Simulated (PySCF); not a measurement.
Isomers of C5H16FNSi2.

All values: PBE0/pcSseg-1 (PySCF) at GFN2-xTB geometries, gas phase, one conformer each.

Task: Rank by HOMO–LUMO gap, highest first.
A. `[CH3:1][NH:2][C:3]([CH3:4])([CH3:5])[CH2:6][SiH2:7][SiH2:8][F:9]` with C1–N2–C3–C4 64°, N2–C3–C6–Si7 53°, C3–C6–Si7–Si8 -39°, C6–Si7–Si8–F9 -56°
B. `[CH3:1][NH:2][C:3]([CH3:4])([CH3:5])[SiH2:6][Si@@H:7]([CH3:8])[F:9]` with C1–N2–C3–C4 51°, N2–C3–Si6–Si7 -41°, C3–Si6–Si7–C8 84°
C. `[CH3:1][N:2]([CH3:3])[C:4]([CH3:5])([CH3:6])[SiH2:7][SiH2:8][F:9]` with C1–N2–C4–C5 -76°, N2–C4–Si7–Si8 -36°, C4–Si7–Si8–F9 -178°
D. `[CH3:1][N:2]([CH3:3])[SiH2:4][C@@H:5]([F:6])[CH2:7][CH2:8][SiH3:9]` with C1–N2–Si4–C5 165°, N2–Si4–C5–F6 87°, Si4–C5–C7–C8 -54°, C5–C7–C8–Si9 -175°
E. `[CH3:1][CH2:2][Si@@H:3]([F:4])[C@@H:5]([SiH3:6])[CH2:7][NH:8][CH3:9]` with C1–C2–Si3–F4 55°, C2–Si3–C5–Si6 -165°, Si3–C5–C7–N8 -39°, C5–C7–N8–C9 174°
F. `[CH3:1][CH2:2][NH:3][C:4]([CH3:5])([CH3:6])[SiH2:7][SiH2:8][F:9]` with C1–C2–N3–C4 -83°, C2–N3–C4–C5 -57°, N3–C4–Si7–Si8 43°, C4–Si7–Si8–F9 134°

Result: E (7.43 eV), D (7.06 eV), A (6.58 eV), B (6.41 eV), C (5.92 eV), F (5.33 eV).

Task: Rank by the highest IAO charge on any atom, lowest value first.
A. `[CH3:1][NH:2][C:3]([CH3:4])([CH3:5])[SiH2:6][SiH2:7][CH2:8][F:9]` with C1–N2–C3–C4 53°, N2–C3–Si6–Si7 -47°, C3–Si6–Si7–C8 65°, Si6–Si7–C8–F9 49°
B. `[CH3:1][C@H:2]([F:3])[CH2:4][CH2:5][NH:6][CH:7]([SiH3:8])[SiH3:9]` with C1–C2–C4–C5 176°, C2–C4–C5–N6 69°, C4–C5–N6–C7 170°, C5–N6–C7–Si8 57°
C. `[CH3:1][N:2]([CH3:3])[SiH2:4][C@@H:5]([F:6])[CH2:7][CH2:8][SiH3:9]` with C1–N2–Si4–C5 165°, N2–Si4–C5–F6 87°, Si4–C5–C7–C8 -54°, C5–C7–C8–Si9 -175°
D. `[CH3:1][CH2:2][Si@@H:3]([F:4])[C@@H:5]([SiH3:6])[CH2:7][NH:8][CH3:9]` with C1–C2–Si3–F4 55°, C2–Si3–C5–Si6 -165°, Si3–C5–C7–N8 -39°, C5–C7–N8–C9 174°
E. `[CH3:1][NH:2][C:3]([CH3:4])([CH3:5])[SiH2:6][Si@@H:7]([CH3:8])[F:9]` with C1–N2–C3–C4 51°, N2–C3–Si6–Si7 -41°, C3–Si6–Si7–C8 84°
F. `[CH3:1][NH:2][CH2:3][C:4]([CH3:5])([CH3:6])[SiH2:7][SiH2:8][F:9]` with C1–N2–C3–C4 -169°, N2–C3–C4–C5 -86°, C3–C4–Si7–Si8 53°, C4–Si7–Si8–F9 177°

Result: A (+0.444 e), B (+0.585 e), F (+0.813 e), C (+0.863 e), E (+0.957 e), D (+1.182 e).

Task: Rank by the lowest Hirshfeld charge on any atom, lowest value first.
A. `[CH3:1][CH2:2][Si@@H:3]([F:4])[C@@H:5]([SiH3:6])[CH2:7][NH:8][CH3:9]` with C1–C2–Si3–F4 55°, C2–Si3–C5–Si6 -165°, Si3–C5–C7–N8 -39°, C5–C7–N8–C9 174°
B. `[CH3:1][C@H:2]([F:3])[CH2:4][CH2:5][NH:6][CH:7]([SiH3:8])[SiH3:9]` with C1–C2–C4–C5 176°, C2–C4–C5–N6 69°, C4–C5–N6–C7 170°, C5–N6–C7–Si8 57°
C. `[CH3:1][N:2]([CH3:3])[SiH2:4][C@@H:5]([F:6])[CH2:7][CH2:8][SiH3:9]` with C1–N2–Si4–C5 165°, N2–Si4–C5–F6 87°, Si4–C5–C7–C8 -54°, C5–C7–C8–Si9 -175°
D. `[CH3:1][NH:2][C:3]([CH3:4])([CH3:5])[SiH2:6][Si@@H:7]([CH3:8])[F:9]` with C1–N2–C3–C4 51°, N2–C3–Si6–Si7 -41°, C3–Si6–Si7–C8 84°
E. `[CH3:1][NH:2][C:3]([CH3:4])([CH3:5])[SiH2:6][SiH2:7][CH2:8][F:9]` with C1–N2–C3–C4 53°, N2–C3–Si6–Si7 -47°, C3–Si6–Si7–C8 65°, Si6–Si7–C8–F9 49°

Result: D (-0.224 e), A (-0.205 e), C (-0.176 e), B (-0.163 e), E (-0.144 e).

All values together:

```tsv
SMILES	μ (D)	HOMO (eV)	LUMO (eV)	lowest IAO charge (e)	highest IAO charge (e)	lowest Hirshfeld charge (e)	highest Hirshfeld charge (e)
CNC(C)(C)[SiH2][Si@@H](C)F	3.47	-6.58	-0.17	-0.727 (C)	+0.957 (Si)	-0.224 (F)	+0.356 (Si)
C[C@H](F)CCNC([SiH3])[SiH3]	1.36	-6.23	0.50	-0.530 (C)	+0.585 (Si)	-0.163 (N)	+0.300 (Si)
CNC(C)(C)C[SiH2][SiH2]F	3.11	-6.78	-0.20	-0.556 (F)	+0.804 (Si)	-0.216 (F)	+0.299 (Si)
CCNC(C)(C)[SiH2][SiH2]F	2.26	-6.14	-0.81	-0.549 (F)	+0.798 (Si)	-0.217 (F)	+0.329 (Si)
CN(C)[SiH2][C@@H](F)CC[SiH3]	1.66	-6.39	0.68	-0.534 (C)	+0.863 (Si)	-0.176 (N)	+0.352 (Si)
CN(C)C(C)(C)[SiH2][SiH2]F	3.54	-6.34	-0.42	-0.558 (F)	+0.812 (Si)	-0.225 (F)	+0.325 (Si)
CNC(C)(C)[SiH2][SiH2]CF	2.27	-6.44	0.19	-0.430 (C)	+0.444 (Si)	-0.144 (N)	+0.236 (Si)
CNCC(C)(C)[SiH2][SiH2]F	4.22	-7.03	-0.58	-0.552 (F)	+0.813 (Si)	-0.219 (F)	+0.326 (Si)
CC[Si@@H](F)[C@@H]([SiH3])CNC	2.62	-6.80	0.63	-0.676 (C)	+1.182 (Si)	-0.205 (F)	+0.413 (Si)
```

Conformers: `[CH3:1][NH:2][C:3]([CH3:4])([CH3:5])[SiH2:6][Si@@H:7]([CH3:8])[F:9]` with C1–N2–C3–C4 51°, N2–C3–Si6–Si7 -41°, C3–Si6–Si7–C8 84°; `[CH3:1][C@H:2]([F:3])[CH2:4][CH2:5][NH:6][CH:7]([SiH3:8])[SiH3:9]` with C1–C2–C4–C5 176°, C2–C4–C5–N6 69°, C4–C5–N6–C7 170°, C5–N6–C7–Si8 57°; `[CH3:1][NH:2][C:3]([CH3:4])([CH3:5])[CH2:6][SiH2:7][SiH2:8][F:9]` with C1–N2–C3–C4 64°, N2–C3–C6–Si7 53°, C3–C6–Si7–Si8 -39°, C6–Si7–Si8–F9 -56°; `[CH3:1][CH2:2][NH:3][C:4]([CH3:5])([CH3:6])[SiH2:7][SiH2:8][F:9]` with C1–C2–N3–C4 -83°, C2–N3–C4–C5 -57°, N3–C4–Si7–Si8 43°, C4–Si7–Si8–F9 134°; `[CH3:1][N:2]([CH3:3])[SiH2:4][C@@H:5]([F:6])[CH2:7][CH2:8][SiH3:9]` with C1–N2–Si4–C5 165°, N2–Si4–C5–F6 87°, Si4–C5–C7–C8 -54°, C5–C7–C8–Si9 -175°; `[CH3:1][N:2]([CH3:3])[C:4]([CH3:5])([CH3:6])[SiH2:7][SiH2:8][F:9]` with C1–N2–C4–C5 -76°, N2–C4–Si7–Si8 -36°, C4–Si7–Si8–F9 -178°; `[CH3:1][NH:2][C:3]([CH3:4])([CH3:5])[SiH2:6][SiH2:7][CH2:8][F:9]` with C1–N2–C3–C4 53°, N2–C3–Si6–Si7 -47°, C3–Si6–Si7–C8 65°, Si6–Si7–C8–F9 49°; `[CH3:1][NH:2][CH2:3][C:4]([CH3:5])([CH3:6])[SiH2:7][SiH2:8][F:9]` with C1–N2–C3–C4 -169°, N2–C3–C4–C5 -86°, C3–C4–Si7–Si8 53°, C4–Si7–Si8–F9 177°; `[CH3:1][CH2:2][Si@@H:3]([F:4])[C@@H:5]([SiH3:6])[CH2:7][NH:8][CH3:9]` with C1–C2–Si3–F4 55°, C2–Si3–C5–Si6 -165°, Si3–C5–C7–N8 -39°, C5–C7–N8–C9 174°.
